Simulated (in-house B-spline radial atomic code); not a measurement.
Ni+ is squeezed into an impenetrable sphere of radius R (the orbitals vanish at R). Computed with a B-spline radial code for spherical atoms: non-relativistic r2SCAN, spin-polarised, spherical fractional occupations, point nucleus.

Energies in eV above the free ion in [Ar] 3d9:

```json
{"R (bohr)": "8.53", "highest level (eV)": "-12.3", "[Ar] 3d9": "0.0004091", "[Ne] 3s2 3p5 3d10": "62.83"}
{"R (bohr)": "6.91", "highest level (eV)": "-12.3", "[Ar] 3d9": "0.007168", "[Ne] 3s2 3p5 3d10": "62.84"}
{"R (bohr)": "4.91", "highest level (eV)": "-11.9", "[Ar] 3d9": "0.2337", "[Ne] 3s2 3p5 3d10": "63.04"}
{"R (bohr)": "4.45", "highest level (eV)": "-11.5", "[Ar] 3d9": "0.5225", "[Ne] 3s2 3p5 3d10": "63.32"}
{"R (bohr)": "3.64", "highest level (eV)": "-9.85", "[Ar] 3d9": "2.215", "[Ne] 3s2 3p5 3d10": "65"}
{"R (bohr)": "3.03", "highest level (eV)": "-6.63", "[Ar] 3d9": "6.947", "[Ne] 3s2 3p5 3d10": "69.86"}
{"R (bohr)": "2.66", "highest level (eV)": "-2.72", "[Ar] 3d9": "14.6", "[Ne] 3s2 3p5 3d10": "77.87"}
{"R (bohr)": "2.27", "highest level (eV)": "4.98", "[Ar] 3d9": "34.5", "[Ne] 3s2 3p5 3d10": "98.78"}
{"R (bohr)": "1.6", "highest level (eV)": "45.3", "[Ar] 3d9": "210.5", "[Ne] 3s2 3p5 3d10": "280.6"}
{"R (bohr)": "1.39", "highest level (eV)": "78.2", "[Ar] 3d9": "417.3", "[Ne] 3s2 3p5 3d10": "490.3"}
```

(1) Does [Ne] 3s2 3p5 3d10 fall below [Ar] 3d9 under compression?

The highest level is first positive in the row R = 2.27 bohr, pushed up by confinement above the zero of the free ion's potential. Each configuration is held fixed and needn't be the lowest in the sphere.

Results:

(1) No, it stays above over the whole range.
